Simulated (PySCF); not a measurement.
Gas-phase reaction: 3 SnCl2 + O3 → 3 SnO + 6 Cl

Energies from PySCF, thermal terms from the rigid-rotor harmonic-oscillator model, ideal gas at 1 bar. † marks an energy on the PBE0/def2-TZVP geometry and frequencies. Open shells (unrestricted): Cl (multiplicity 2); the rest are closed-shell singlets. Spin-orbit splitting is ignored; it lowers the true energy and changes the entropy of Cl. B3LYP is the form with VWN-RPA correlation. Sn: scalar-relativistic def2 core potential, no spin-orbit coupling. Strong static correlation: O3.

HF/def2-TZVP† gives ΔH°(298 K) = 873 kJ.

Q: What do BLYP/def2-TZVP†, B3LYP/def2-TZVP†, M06-2X/def2-TZVP† give?

A: BLYP/def2-TZVP†: 1234 kJ; B3LYP/def2-TZVP†: 1248 kJ; M06-2X/def2-TZVP†: 1359 kJ. For scale, ΔH°(298 K) is 873 kJ at this level, 1348 kJ at ωB97M-V/def2-TZVP†, and runs from 873 to 1667 kJ over the 18 levels computed.
